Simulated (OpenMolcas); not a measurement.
**What dynamic correlation does to the levels of Zr²⁺**

```
Program             : OpenMolcas
Basis               : ANO-R3 [8s6p5d3f2g1h]
Scalar Hamiltonian  : X2C, finite nucleus
Active space        : 2 electrons in 5 orbitals (4d)
State averaging     : 2S+1 = 3 even, 10 roots; 2S+1 = 1 even, 15 roots
Spin-orbit coupling : RASSI with atomic mean-field integrals over the reference wave functions, term energies averaged over their components
```

Methods on the same reference wave functions:
A. CASSCF
B. SS-CASPT2, IPEA 0.25 Eh, imaginary shift 0.1 Eh (closed shells correlated: 4s 4p)

Energies in eV above 4d² ³F₂, the measured ground level; measured values from Moore, Atomic Energy Levels, vol. II, NSRDS-NBS 35 (1971 reprint of NBS Circular 467, 1952); NIST levels as listed in Rynkun, Gaigalas and Jonsson, Astron. Astrophys. 637, A10 (2020).

```tsv
Level	A	B	Measured
4d² ³F₂	0.0000	0.0000	0.0000
4d² ³F₃	0.0818	0.0859	0.0844
4d² ³F₄	0.1821	0.1858	0.1843
4d² ¹D₂	1.1366	0.650	0.7119
4d² ³P₀	1.2706	1.065	0.9996
4d² ³P₁	1.3015	1.099	1.0322
4d² ³P₂	1.3771	1.161	1.0958
4d² ¹G₄	1.7158	1.370	1.3699
4d² ¹S₀	4.0905	2.917	2.9730
```

Deviations, from unrounded energies. A percentage is the sum of absolute deviations over the sum of measured energies, with the sign that they share, or ± where signs differ.

```
                        Against measurement  Levels      A     B
             mean absolute deviation (cm-1)       8   2700   320
      fine structure of the ground term (%)       2   -1.8  +1.1
other terms of the ground configuration (%)       6  +33.1  ±3.9
```

B lies closest to measurement on these levels. The largest miss of B in the table is 4d² ³P₁, by +540 cm-1. The ranking rests on the paired levels alone, and a cruder setting can come out closer through cancelling errors.

From A to B the spin-free energies of the other terms of 4d² shown, above ³F, scale by factors of 0.52 to 0.83.

The lowest spin-free term lies below A's lowest term by 0.278 hartree in B.

CASPT2 does not keep the components of a term degenerate, so their means are used; among the terms shown or strongly mixed into the levels shown the widest spread is 740 cm-1 (4d² ¹G, B). Levels of configurations with an s electron are missing; early in the row they begin among the upper levels of the d shell and mix with terms of their name. Without dynamic correlation excited terms often stand tens of per cent too high (terms of higher spin than the ground term too low), and those without a measured partner can miss by more than the paired ones (holds for A). Some levels mix across a computed gap that differs much from the measured one, so their mixing is not that of the real levels (holds for A). Computed and measured levels are paired by configuration, term and J; levels that our copy of the source lacks, or whose pairing is in doubt (as where it misses far off the trend of its configuration), stay unpaired and out of the deviations. Levels of configurations outside the active space are missing.
